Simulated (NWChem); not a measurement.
Species: H₃SO₄ cation; SMILES O=S(=O)(O)[OH2+]

```xyz
8

O     -1.5232     0.3680     0.1498
S     -0.0819     0.3328     0.1586
O      0.8602     0.4968     1.2446
O      0.4612     0.7536    -1.2683
O      0.2640    -1.6775    -0.2010
H      1.4473     0.8731    -1.2679
H      0.4116    -2.1761     0.6387
H     -0.4816    -2.1184    -0.6755
```
Atoms are numbered in this order, from 1.

Results from NWChem. The geometry was optimised at PBE-D3(BJ)/def2-SVP. Level: M06-2X/def2-SVP with COSMO at NWChem's default radii, gas-phase geometry; the question gives the dielectric constant. Reactions with the solvent are ignored.

Task: Estimate the computed values for dielectric constant 2.4. Quantities: electrostatic solvation energy (kcal/mol).

Result: 
```yaml
electrostatic solvation energy (kcal/mol): -44.9
```
